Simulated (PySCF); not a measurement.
# Tb⁴⁸⁺: ionisation energy

Tb⁴⁸⁺ [Ne] 3s2 3p5 (2P) → Tb⁴⁹⁺ [Ne] 3s2 3p4 (3P), as a difference of total energies. Calculation: PySCF 2.14, in an even-tempered Gaussian basis (18 s from 10 bohr⁻², ratio 2.5; 12 p from 14 bohr⁻², ratio 2.5; 4 d from 58 bohr⁻², ratio 2.7; 4 f from 87 bohr⁻², ratio 2.7); scalar relativity by spin-free X2C-1e. Correlated levels: outer shells: 1s2 frozen; virtual orbitals above 40 to 60 times the deepest correlated orbital energy dropped. The calculations carry no spin-orbit coupling.

| method | ionisation energy (eV) |
| --- | --- |
| UHF | 4301.1 |
| MP2 (outer shells) | 4302.2 |
| SCS-MP2 (outer shells) | 4302.1 |
| CCSD (outer shells) | 4302.2 |
| CCSD(T) (outer shells) | 4302.2 |

Spin-orbit coupling is strong in these open shells (close to jj coupling). The scalar numbers leave it out and a first-order estimate fails, so it can dominate the gap to the real levels.

Breit and QED terms and the two-electron picture change are absent.

For comparison: 4242 ± 4 eV (theoretical estimate listed by NIST; NIST Atomic Spectra Database, ionization energies).
